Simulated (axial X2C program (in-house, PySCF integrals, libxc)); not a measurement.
## Testing model relations on TaBr⁺

A bond curve at the PBE0 level, 2c, was computed with an in-house all-electron X2C program for linear molecules (integrals from PySCF) (basis Ta dyall-cv3z [13s14p9d7f4g], Br dyall-cv3z [8s9p6d4f1g] (cores contracted in-house)) for the state Ω = 3/2 (⟨Sz⟩ = 1.48, ⟨Lz⟩ = 0.02 at PBE0). Its fit gives Re = 2.2962 Å, ωe = 324.3 cm⁻¹, ωexe = 0.563 cm⁻¹ and αe = 1.393e-04 cm⁻¹; the masses are 180.9480 and 78.9183 u. Two-component means X2C with spin–orbit coupling and atomic mean-field Coulomb and Gaunt terms.

Question: Find the reduced mass, Be and the force constant.

Answer: From the PBE0 values: μ = 54.9518 u. Be = 16.8576/(μ Re²) = 0.05818 cm⁻¹. k = 5.8918×10⁻⁷ μ ωe² = 3.41 mdyn/Å.

Question: A Morse curve ties αe to the other constants (Pekeris). How well does that hold?

Answer: αe(Morse) = 6Be²/ωe × (√(ωexe/Be) − 1) = 1.322e-04 cm⁻¹; the PBE0 curve gives 1.393e-04 cm⁻¹, a ratio of 0.95.

Question: Where do the fundamental and the first overtone lie?

Answer: ν(1←0) = ωe − 2ωexe = 323.2 cm⁻¹; ν(2←0) = 2ωe − 6ωexe = 645.2 cm⁻¹.

Question: Estimate the centrifugal constant by the Kratzer relation.

Answer: D = 4Be³/ωe² = 7.49e-09 cm⁻¹.

Occupations by symmetry block were frozen at the best pattern of an incomplete PBE0 search. Density functionals use the spin component along the axis (collinear). Other states lie close and PBE0, whose exact exchange favours high spin, may order them wrongly; the determinant shown need not be the ground state. The nearest other 2c determinant of the search, Ω = 3/2, lies 0.09 eV up at the distance of the search. With several unpaired electrons one determinant need not be a pure state. This is the top spin component of a Σ state; components of lower Ω are not single determinants and can lie lower.
